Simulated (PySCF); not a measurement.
Compound: C4H5FNOS (doublet state).
Z-matrix (Å and degrees, GFN2-xTB geometry), rows numbered from 1:
```
F 
C   1  1.3723
O   2  1.3697  1  111.50
C   3  1.3892  2  117.19  1   -69.60
N   4  1.3808  3  112.31  2  -144.73
C   5  1.2990  4  114.68  3  -119.82
C   6  1.3937  5  118.18  4    -0.22
S   7  1.7004  6  112.45  5    -0.55
H   2  1.0950  1  107.23  3   117.04
H   2  1.1026  1  105.94  3  -123.38
H   4  1.1012  3  111.09  2   -18.23
H   6  1.0772  5  118.74  4  -179.86
H   7  1.0707  6  126.82  5   179.25
```

The hyperfine couplings belong to this conformer and change with its torsions.

The species is `C1S[C@H](OCF)[N]C=1` [radical].

Computed, not measured: UKS B3LYP, pcH-1 on C F H N O S, non-relativistic, mean-field spin-orbit, GIAO (PySCF). One conformer (not necessarily the lowest) at the GFN2-xTB geometry, without solvent, vibrations or thermal averaging. Couplings are sensitive to structure, and on GFN2-xTB geometries they can be far from those on DFT ones. The SCF solution wasn't tested for stability.

Problem. Predict the first-order ENDOR lines of N5, F1, H11, H13, H9 and H12 under fast tumbling at B = 348.8 mT (X band).

Solution. ν± = |νn ± a/2|, one line for each electron-spin manifold; νn = |g_N| × 7.62259 MHz/T × B.

| nuclei | isotope | g_N | νn (MHz) | a_iso (MHz) | lower line (MHz) | upper line (MHz) |
| --- | --- | --- | --- | --- | --- | --- |
| N5 | 14N | 0.4038 | 1.07 | 15.02 | 6.44 | 8.58 |
| F1 | 19F | 5.2577 | 13.98 | 0.72 | 13.62 | 14.34 |
| H11 | 1H | 5.5857 | 14.85 | 77.18 | 23.74 | 53.44 |
| H13 | 1H | 5.5857 | 14.85 | -34.34 | 2.32 | 32.02 |
| H9 | 1H | 5.5857 | 14.85 | 1.35 | 14.17 | 15.53 |
| H12 | 1H | 5.5857 | 14.85 | 0.96 | 14.37 | 15.33 |

Problem. Which pairs are centred on the nuclear Larmor frequency, and which on half the coupling?

Solution. Centred on νn, since |a| < 2νn: F1, H9 and H12. Centred on |a|/2 and split by 2νn: N5, H11 and H13.

The largest Mulliken spin populations are on C7 (+0.49), N5 (+0.35), S8 (+0.23) and C6 (-0.08). Three atoms exceed +0.15. The positive populations add up to 1.12 and the negative ones to -0.12, together 2S = 1.

The SMILES draws the unpaired electron on N5; the largest computed Mulliken spin population is on C7 (0.49 against 0.35).
